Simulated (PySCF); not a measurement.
Compound: C₇H₈NS (doublet state).
Cartesian coordinates in Å at the GFN2-xTB level; atoms count from 1:
```
atom  x, y, z in Å
C1     2.767   -0.840   -0.274
C2     2.646    0.594   -0.109
C3     1.704    1.489    0.054
C4     0.293    1.151    0.109
N5    -0.212   -0.030    0.010
C6    -1.566   -0.036    0.097
C7    -2.304   -1.327    0.002
C8    -2.123    1.195    0.270
S9    -0.914    2.418    0.329
H10    3.362   -1.267    0.534
H11    3.252   -1.076   -1.221
H12    1.766   -1.293   -0.261
H13    1.922    2.544    0.156
H14   -1.974   -2.000    0.791
H15   -2.094   -1.803   -0.955
H16   -3.373   -1.161    0.094
H17   -3.159    1.453    0.365
```

The hyperfine couplings belong to this conformer and change with its torsions.

The species is `C/[C]=C\C1=NC(C)=CS1` [radical].

The calculation used UKS B3LYP, pcH-1 on C H N S, non-relativistic, mean-field spin-orbit, GIAO in PySCF. The structure is a single GFN2-xTB conformer in the gas phase; no vibrational or solvent corrections. The geometry wasn't refined by DFT: couplings that depend on bond lengths, twists or pyramidal angles can differ widely from those at the functional's own minimum. The SCF solution wasn't tested for stability.

Q: What is the g tensor, term by term?

A: 
```tsv
Δg (ppm)	1	2	3
relativistic mass correction	-156	-156	-156
gauge correction	14	24	-50
orbital Zeeman/spin–orbit	-996	402	925
total	-1138	270	719
```

So g = 2.00118, 2.00259, 2.00304 and g_iso = 2.00227; the tensor is rhombic: the two nearest values differ by 24 % of g3 − g1. Axes: g2 points within 3° of the C3–H13 bond.

Q: At 94.217 GHz, how far is the centre of the isotropic spectrum from where a free electron (g = 2.002319) resonates?

A: B = hν/(g μB) with μB/h = 13.99624 MHz/mT gives 3361.90 mT for the free electron and 3361.98 mT at g_iso, 0.08 mT higher.

Q: What are the electron Larmor frequencies g μB B/h along the three axes at 350 mT?

A: 9.8032, 9.8101, 9.8123 GHz for g1, g2 and g3, a range of 9.1 MHz.

Q: In a frozen sample, at which fields do the three g values resonate at 9.5, 34, 94 and 263 GHz (hyperfine left aside), and which band first spreads them over more than twice a line width of 0.5 mT?

A: 
| band | GHz | B(g3) mT | B(g2) mT | B(g1) mT | spread mT |
| --- | --- | --- | --- | --- | --- |
| X | 9.5 | 338.86 | 338.94 | 339.18 | 0.31 |
| Q | 34.0 | 1212.77 | 1213.04 | 1213.89 | 1.13 |
| W | 94.0 | 3352.95 | 3353.70 | 3356.06 | 3.11 |
| J | 263.0 | 9381.13 | 9383.23 | 9389.83 | 8.70 |

The spread grows in proportion to the frequency. Q band is the first where it exceeds 1.0 mT.

The Mulliken spin populations are largest on C2 (+1.01), C3 (-0.14), C4 (+0.07) and H12 (+0.07). No atom but C2 exceeds +0.15. The positive populations add up to 1.22 and the negative ones to -0.22, together 2S = 1.

The HOMO–LUMO gaps are 4.73 eV among the α and 3.97 eV among the β orbitals.

The run took 3.0 min of wall time (grids of density and orbitals included) on one thread, AMD EPYC (x86_64), no GPU, on a shared host, and the process peaked at 1.1 GiB of memory.
